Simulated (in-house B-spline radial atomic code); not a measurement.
Results of a calculation; reference values are marked as such.
## Tc in an electron gas of r_s = 2.4: phase shifts, screening, friction and resistivity

A nucleus sits in a uniform electron gas with a rigid positive background. The Kohn-Sham equations are solved self-consistently in the spin-unpolarised LDA (PW92), non-relativistic, on B-splines with outgoing waves at the boundary and partial waves to l = 8. The model has no lattice, no bands and no magnetic solution. Atomic units; δ_l are the phase shifts at the Fermi level, counted so that each bound state adds π, and good to about 0.0005.

The density parameter is r_s = 2.4 bohr, near that of the valence electrons of In (3 per atom, density 7.31 g/cm³, mass 114.82 u, which gives r_s = 2.41).

```csv
l,δ_l (rad)
0,12.0594
1,9.3195
2,5.4889
3,0.0076
4,0.0021
5,-0.0001
6,-0.0002
7,-0.0004
8,-0.0003
```

Bound levels below the band bottom (hartree): s -17.48, p -14.39, d -8.684, s -1.935, p -1.04 and deeper ones.

Check the Friedel sum rule, and say where the screening charge sits.

k_F = (9π/4)^(1/3)/r_s = 0.79965. The rule is Z = (2/π) Σ (2l + 1) δ_l. The terms are s 7.677, p 17.799, d 17.472, f 0.034 and 0.003 beyond, in all 42.984 against Z = 43. Bound states hold 8 s, 18 p, 10 d electrons, so the scattering states carry 6.98 in all; where a term is smaller than its bound count, the bound level has drawn weight out of the band.

Find the transport cross section and the electronic stopping of a 5 keV Tc ion (mass 97.91 u).

σ_tr = (4π/k_F²) Σ (l + 1) sin²(δ_l − δ_(l+1)). The terms for l = 0 to 3 are 0.1529, 0.8084, 1.5495, 0.0001, all together 2.5109, so σ_tr = 19.652 × 2.5109 = 49.344 bohr². With n = 3/(4π r_s³) = 0.01727, the friction coefficient is Q = n k_F σ_tr = 0.6814. For v well below v_F = 0.800, dE/dx = Q v; with 24801 eV per u at v = 1, v = √(5000/(24801 × 97.91)) = 0.0454, so dE/dx = 0.03092 hartree/bohr = 15.9 eV/nm. The largest term couples the d and f waves.

What residual resistivity would 1 atomic per cent of such centres give in In?

Δρ = k_F n_i σ_tr/n in atomic units of 21.74 μΩ·cm. With one host atom per 3 electrons, n_i/n = 0.01/3, so Δρ = 0.7996 × 0.00333 × 49.344 × 21.74 = 2.86 μΩ·cm. This is an atom added to the gas, as on an interstitial site.

On a substitutional site the background of one host ion, a sphere holding 3 charges, is taken out. The phase shifts for l = 0 to 4 become 11.6393, 8.9395, 4.9915, -0.0624, -0.0135. What follows?

The Friedel sum is now 39.99, for Z − 3 = 40. The sum in σ_tr is 3.8985, so σ_tr = 76.61 bohr² and Δρ = 4.44 μΩ·cm per atomic per cent, 1.55 times the value above. A real host ion scatters too, so this model doesn't give zero even for the host's own atom.
